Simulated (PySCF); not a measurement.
## Atomic charges against the basis set

C₄H₇NSi.
Numbering: `[CH3:1][C:2]#[C:3]/[CH:4]=[N:5]\[SiH3:6]` (hydrogens: H7, H8, H9 on C1; H10 on C4; H11, H12, H13 on Si6)

PBE0 throughout (PySCF), one geometry, spherical d and f functions. Isolated species at its PBE0-D3(BJ)/def2-SVP geometry, gas phase. Atoms taken as equivalent share a column and are averaged. The first 7 of 9 kinds of atom are listed.

Mulliken charges (e):

| basis | functions | C1 | C2 | C3 | C4 | N5 | Si6 | H7/H8/H9 |
| --- | --- | --- | --- | --- | --- | --- | --- | --- |
| STO-3G | 41 | -0.251 | -0.032 | -0.079 | +0.014 | -0.382 | +0.640 | +0.109 |
| 6-31G | 72 | -0.510 | -0.064 | -0.175 | +0.149 | -0.587 | +0.667 | +0.215 |
| pcSseg-0 | 72 | -0.592 | -0.150 | -0.204 | +0.201 | -0.801 | +0.694 | +0.274 |
| 6-31G* | 102 | -0.651 | +0.039 | +0.022 | -0.034 | -0.448 | +0.447 | +0.223 |
| cc-pVDZ | 123 | -0.028 | -0.197 | +0.037 | +0.015 | -0.302 | +0.332 | +0.090 |
| def2-SVP | 123 | 0.000 | -0.139 | -0.116 | +0.072 | -0.333 | +0.458 | +0.082 |
| aug-cc-pVDZ | 205 | +0.349 | -0.673 | +0.571 | +0.305 | -0.518 | -0.434 | +0.031 |
| 6-311+G(2d,p) | 212 | -0.914 | +0.588 | +0.130 | -0.346 | -0.526 | +0.598 | +0.181 |
| def2-TZVP | 234 | -0.449 | +0.019 | +0.010 | -0.078 | -0.275 | +0.243 | +0.166 |
| cc-pVTZ | 282 | -0.305 | +0.025 | +0.015 | -0.105 | -0.249 | +0.240 | +0.127 |
| IGLO-III | 289 | -0.316 | -0.009 | -0.087 | +0.060 | -0.543 | +0.865 | +0.146 |
| pcSseg-2 | 321 | -0.010 | +0.003 | -0.163 | +0.105 | -0.452 | +0.680 | +0.065 |

IAO charges (e):

```json
{"basis": "STO-3G", "functions": "41", "C1": "-0.416", "C2": "-0.010", "C3": "-0.089", "C4": "-0.046", "N5": "-0.402", "Si6": "+0.714", "H7/H8/H9": "+0.159"}
{"basis": "6-31G", "functions": "72", "C1": "-0.452", "C2": "+0.008", "C3": "-0.115", "C4": "+0.024", "N5": "-0.477", "Si6": "+0.562", "H7/H8/H9": "+0.181"}
{"basis": "pcSseg-0", "functions": "72", "C1": "-0.443", "C2": "+0.006", "C3": "-0.116", "C4": "+0.027", "N5": "-0.476", "Si6": "+0.559", "H7/H8/H9": "+0.179"}
{"basis": "6-31G*", "functions": "102", "C1": "-0.433", "C2": "+0.009", "C3": "-0.114", "C4": "+0.053", "N5": "-0.521", "Si6": "+0.703", "H7/H8/H9": "+0.175"}
{"basis": "cc-pVDZ", "functions": "123", "C1": "-0.433", "C2": "+0.005", "C3": "-0.115", "C4": "+0.050", "N5": "-0.512", "Si6": "+0.694", "H7/H8/H9": "+0.176"}
{"basis": "def2-SVP", "functions": "123", "C1": "-0.425", "C2": "+0.009", "C3": "-0.114", "C4": "+0.050", "N5": "-0.512", "Si6": "+0.711", "H7/H8/H9": "+0.173"}
{"basis": "aug-cc-pVDZ", "functions": "205", "C1": "-0.441", "C2": "+0.005", "C3": "-0.117", "C4": "+0.051", "N5": "-0.526", "Si6": "+0.697", "H7/H8/H9": "+0.180"}
{"basis": "6-311+G(2d,p)", "functions": "212", "C1": "-0.443", "C2": "+0.005", "C3": "-0.117", "C4": "+0.051", "N5": "-0.537", "Si6": "+0.733", "H7/H8/H9": "+0.181"}
{"basis": "def2-TZVP", "functions": "234", "C1": "-0.443", "C2": "+0.005", "C3": "-0.117", "C4": "+0.054", "N5": "-0.539", "Si6": "+0.742", "H7/H8/H9": "+0.180"}
{"basis": "cc-pVTZ", "functions": "282", "C1": "-0.444", "C2": "+0.005", "C3": "-0.117", "C4": "+0.053", "N5": "-0.533", "Si6": "+0.726", "H7/H8/H9": "+0.180"}
{"basis": "IGLO-III", "functions": "289", "C1": "-0.444", "C2": "+0.005", "C3": "-0.117", "C4": "+0.052", "N5": "-0.539", "Si6": "+0.740", "H7/H8/H9": "+0.181"}
{"basis": "pcSseg-2", "functions": "321", "C1": "-0.443", "C2": "+0.006", "C3": "-0.118", "C4": "+0.053", "N5": "-0.537", "Si6": "+0.740", "H7/H8/H9": "+0.180"}
```

Hirshfeld charges (e):

```csv
basis,functions,C1,C2,C3,C4,N5,Si6,H7/H8/H9
STO-3G,41,-0.002,-0.057,-0.095,+0.071,-0.245,+0.423,+0.035
6-31G,72,-0.068,-0.022,-0.077,+0.072,-0.258,+0.323,+0.062
pcSseg-0,72,-0.074,-0.020,-0.081,+0.066,-0.236,+0.341,+0.062
6-31G*,102,-0.069,-0.022,-0.071,+0.076,-0.245,+0.314,+0.062
cc-pVDZ,123,-0.081,-0.019,-0.073,+0.067,-0.224,+0.325,+0.064
def2-SVP,123,-0.086,-0.015,-0.072,+0.067,-0.228,+0.332,+0.065
aug-cc-pVDZ,205,-0.096,-0.015,-0.069,+0.058,-0.246,+0.335,+0.069
"6-311+G(2d,p)",212,-0.088,-0.017,-0.071,+0.059,-0.250,+0.342,+0.067
def2-TZVP,234,-0.092,-0.016,-0.070,+0.062,-0.243,+0.332,+0.068
cc-pVTZ,282,-0.092,-0.015,-0.070,+0.062,-0.238,+0.329,+0.067
IGLO-III,289,-0.096,-0.016,-0.071,+0.057,-0.243,+0.331,+0.069
pcSseg-2,321,-0.098,-0.013,-0.068,+0.060,-0.247,+0.338,+0.069
```

Problem. Which scheme is steadiest as the basis changes?

Solution. Largest range over the bases for any column: Hirshfeld 0.11 e, IAO 0.18 e, Mulliken 1.30 e. Hirshfeld charges move least and Mulliken charges most, counted in e. Without the minimal STO-3G basis the ranges are Hirshfeld 0.03, IAO 0.18, Mulliken 1.30 e.

Problem. How much do the charges still move between the two largest bases, IGLO-III and pcSseg-2?

Solution. At most, over all atoms: Mulliken 0.307 e, IAO 0.001 e, Hirshfeld 0.007 e.

Problem. What do the same runs give for the total energy, the frontier levels and the dipole moment?

Solution. 
```tsv
basis	energy (Eh)	HOMO (eV)	LUMO (eV)	μ (D)
STO-3G	-494.4687	-4.15	1.83	2.12
6-31G	-500.3044	-6.77	-1.21	3.42
pcSseg-0	-499.5965	-6.92	-1.45	3.38
6-31G*	-500.3996	-7.00	-1.29	3.22
cc-pVDZ	-500.4305	-7.05	-1.38	3.07
def2-SVP	-500.1786	-7.09	-1.48	3.19
aug-cc-pVDZ	-500.4422	-7.21	-1.59	3.20
6-311+G(2d,p)	-500.4927	-7.26	-1.63	3.25
def2-TZVP	-500.5117	-7.23	-1.60	3.20
cc-pVTZ	-500.5073	-7.19	-1.55	3.17
IGLO-III	-500.5156	-7.25	-1.62	3.23
pcSseg-2	-500.5181	-7.24	-1.62	3.27
```

The dipole is fixed by the density alone, so its range of 1.30 D shows that the density itself changes with the basis, not only its division among atoms.
